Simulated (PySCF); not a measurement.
C₆ coefficients of unlike pairs at PBE

Calculated with PySCF 2.14 from the dipole response of each species, C₆(A,B) = (3/π) ∫ α_A(iu) α_B(iu) du, in atomic units, from isotropic polarisabilities. For ions this is the dispersion term alone; charge-induced terms of lower order in 1/R come first.

| species | configuration | basis | relativity | α (bohr³) | C₆ (like pair) |
| --- | --- | --- | --- | --- | --- |
| Pd+ | [Kr] 4d9 (2D) | aug-cc-pwCVDZ-PP with ECP28MDF (6s6p5d3f) | core potential | 11.11 | 63.98 |
| Rh(2+) | [Kr] 4d7 (4F) | aug-cc-pVTZ-DK (9s8p6d3f2g) | spin-free X2C | 7.678 | 41.18 |
| Ta | [Xe] 4f14 5d3 6s2 (4F) | aug-cc-pVTZ-PP with one added diffuse shell each of s, p, d, f, g type with ECP60MDF (7s7p6d4f3g) | core potential | 84.46 | 1087 |
| N(2+) | [He] 2s2 2p1 (2P) | aug-cc-pVDZ (4s3p2d) | none | 2.600 | 3.672 |

Task: Estimate C₆ for Ta with Pd+.

Result: The integral gives 226.4. The combination rule 2 C_A C_B / (C_A α_B/α_A + C_B α_A/α_B) gives 221.0 and the geometric mean 263.7.

No spin-orbit coupling is included.

The other pairs:

```
         pair     C₆
  Rh(2+), Pd+  51.14
    N(2+), Ta  54.90
   Ta, Rh(2+)  172.1
N(2+), Rh(2+)  12.17
   N(2+), Pd+  15.26
```
